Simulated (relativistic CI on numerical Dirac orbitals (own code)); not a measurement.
Fe3+ in a cubic cluster: L2,3 absorption with charge transfer

Computed with a charge-transfer multiplet model of a cubic metal-ligand cluster with up to 2 ligand holes, Slater and spin-orbit integrals from Dirac-Coulomb-Breit ions, Slater integrals scaled by 0.9. The parameters are those of a tetrahedral site (10Dq negative, t2 hopping the larger). The ground state mixes d5 with configurations of k ligand holes L, whose averages lie at kΔ + k(k − 1)U_dd/2; a core hole lowers each added d electron by U_cd. 20 K, Lorentzian 0.4 eV and Gaussian 0.3 eV FWHM.

Atomic integrals in eV (Slater integrals scaled, ζ unscaled), ground: F2dd 10.785, F4dd 6.742, zeta_d 0.056; with the core hole: F2dd 11.484, F4dd 7.183, zeta_d 0.075, zeta_core 8.130, F2cd 6.732, G1cd 5.078, G3cd 2.886.

Cluster parameters (eV): Δ = 1.9, U_cd = 7.1, 10Dq = -0.2, 10Dq(ligand) = 0, V(eg) = 1.73, V(t2g) = -2.93, final-state hopping factor = 0.9.

| Case | n_d | d5 | d6L | d7L2 | S |
| --- | --- | --- | --- | --- | --- |
| U_dd = 4.5 eV | 5.51 | 0.55 | 0.39 | 0.06 | 2.50 |
| U_dd = 5.9 eV | 5.49 | 0.56 | 0.38 | 0.05 | 2.50 |
| U_dd = 6.6 eV | 5.48 | 0.57 | 0.38 | 0.05 | 2.50 |

Weights, n_d and S are thermal averages at 20 K. Photon energies count from the first peak over 30 % of the highest in each spectrum, which can be another peak from case to case. The parameters are a model scan and need not match a compound or its usual spin state. Peaks in eV (height, largest 100):
- U_dd = 4.5 eV: -2.0 (10), 0.0 (100), 3.8 (9), 6.3 (6), 7.6 (7), 11.7 (11), 12.5 (15), 14.1 (18)
- U_dd = 5.9 eV: -1.9 (9), 0.0 (100), 0.9 (49), 2.7 (11), 3.4 (9), 4.4 (7), 11.7 (11), 12.6 (14), 14.4 (19)
- U_dd = 6.6 eV: -1.9 (8), 0.0 (100), 1.0 (48), 3.0 (10), 3.6 (9), 4.7 (6), 11.9 (12), 12.5 (13), 14.1 (18), 14.4 (18)

For the case U_dd = 5.9 eV, Δ = 1.9 eV is smaller than U_dd = 5.9 eV, the charge-transfer side of the Zaanen-Sawatzky-Allen scheme. With the core hole the configuration with one ligand hole lies at Δ + U_dd − U_cd = -0.7, 0.7, 1.4 eV from the one without, in the order of the table; where this is negative the screened configuration lies lower, though the effective hopping of about 4.8 eV (from the holes of the mixed ground state) mixes the two strongly wherever it is as large as the gap.
